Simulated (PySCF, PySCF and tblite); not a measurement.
A run on one conformer of C9H18, numbered as in [CH3:1][CH:2]([CH3:3])[CH:4]1[CH2:5][CH2:6][CH2:7][CH2:8][CH2:9]1, from an ensemble study. The sound level was PBE0/pcSseg-1 (IEF-PCM, chloroform) on GFN2-xTB geometries.

Input:

```
{"job": {"xc": "PBE0", "basis": "STO-3G", "kind": "nmr", "pop": false}, "charge": 0, "multiplicity": 1}
C     -2.441823    -1.060893    -0.893046
C     -1.720105     0.177278    -0.360851
C     -2.215246     0.493940     1.048983
C     -0.189559     0.016116    -0.457220
C      0.398836    -0.962213     0.560882
C      1.894272    -1.147983     0.316882
C      2.623270     0.187979     0.416777
C      2.032603     1.187397    -0.572341
C      0.535441     1.358899    -0.330576
H     -2.238975    -1.927383    -0.268407
H     -2.124624    -1.286584    -1.908794
H     -3.516959    -0.895409    -0.900497
H     -1.989446     1.021267    -1.008442
H     -2.065071    -0.354230     1.711917
H     -3.280060     0.716676     1.024313
H     -1.700621     1.357038     1.462528
H      0.023938    -0.376591    -1.459429
H      0.251860    -0.575295     1.570547
H     -0.102952    -1.928780     0.490334
H      2.050265    -1.571619    -0.678293
H      2.303607    -1.850649     1.046341
H      3.687960     0.048752     0.216581
H      2.522533     0.580464     1.431502
H      2.196032     0.826813    -1.590869
H      2.536991     2.151445    -0.474712
H      0.125791     2.070814    -1.051381
H      0.382147     1.769175     0.669432
```

Command: OMP_NUM_THREADS=1 python ens_run.py task.json out

Output:

```
coarse grid: 20936 points
cycle   1  E = -349.2538116812  dE =  8.710e-01  |g| = 2.606e-01  |ddm| = 6.161e+00
cycle   2  E = -349.2651392505  dE = -1.133e-02  |g| = 1.832e-01  |ddm| = 6.132e-01
cycle   3  E = -349.2757264404  dE = -1.059e-02  |g| = 1.105e-02  |ddm| = 2.572e-01
cycle   4  E = -349.2757588930  dE = -3.245e-05  |g| = 4.598e-03  |ddm| = 1.942e-02
cycle   5  E = -349.2757651740  dE = -6.281e-06  |g| = 1.884e-04  |ddm| = 6.034e-03
final grid: 197568 points
cycle   6  E = -349.2457839879  dE = -1.397e-05  |g| = 5.163e-03  |ddm| = 1.823e-02
cycle   7  E = -349.2457876256  dE = -3.638e-06  |g| = 3.929e-03  |ddm| = 1.231e-02
cycle   8  E = -349.2457925064  dE = -4.881e-06  |g| = 8.689e-05  |ddm| = 5.310e-03
cycle   9  E = -349.2457925085  dE = -2.085e-09  |g| = 3.189e-05  |ddm| = 1.548e-04
cycle  10  E = -349.2457925088  dE = -3.005e-10  |g| = 2.942e-06  |ddm| = 4.353e-05
converged SCF energy = -349.2457925088

GIAO shielding tensors (ppm)
atom      isotropic    diamagn.    paramagn.     s11        s22        s33       span
  0 C      213.065     243.935     -30.869    198.751    208.457    231.988     33.237
  1 C      201.946     243.212     -41.266    194.243    197.947    213.648     19.405
  2 C      215.922     245.184     -29.262    207.678    209.779    230.309     22.631
  3 C      198.497     247.651     -49.154    191.605    194.261    209.625     18.019
  4 C      208.768     248.400     -39.632    201.550    208.598    216.156     14.605
  5 C      208.132     243.938     -35.806    201.227    208.362    214.807     13.581
  6 C      208.676     242.213     -33.537    202.973    209.316    213.741     10.768
  7 C      208.067     243.126     -35.059    201.244    208.521    214.436     13.192
  8 C      205.779     247.191     -41.413    194.965    205.734    216.637     21.672
  9 H       32.255      32.100       0.155     26.838     31.331     38.595     11.758
 10 H       32.276      31.381       0.894     26.267     30.001     40.560     14.293
 11 H       32.193      29.585       2.608     26.145     28.980     41.453     15.308
 12 H       31.982      33.085      -1.103     26.324     30.141     39.480     13.156
 13 H       32.532      32.876      -0.344     27.494     31.237     38.864     11.370
 14 H       32.339      30.389       1.950     26.397     28.865     41.755     15.358
 15 H       32.317      32.942      -0.625     25.660     31.928     39.362     13.702
 16 H       32.313      36.987      -4.674     26.056     32.707     38.175     12.119
 17 H       32.545      36.498      -3.953     26.791     32.235     38.610     11.819
 18 H       32.080      35.117      -3.038     24.469     32.003     39.767     15.298
 19 H       32.341      32.610      -0.269     27.637     29.186     40.199     12.563
 20 H       31.927      30.425       1.502     25.525     28.633     41.622     16.098
 21 H       31.954      28.447       3.507     25.738     28.220     41.905     16.167
 22 H       32.356      31.532       0.824     28.233     28.641     40.192     11.959
 23 H       32.275      32.021       0.254     27.729     28.908     40.189     12.460
 24 H       31.901      29.638       2.263     25.548     28.415     41.741     16.192
 25 H       32.080      33.567      -1.486     25.026     30.860     40.355     15.328
 26 H       32.296      35.519      -3.224     26.636     31.782     38.470     11.834
```

Question: What is wrong with this calculation?

Answer: The setting at fault: minimal or split-valence basis without polarisation functions. (The solvent model also differs from the sound level's.) Self-consistency was reached.
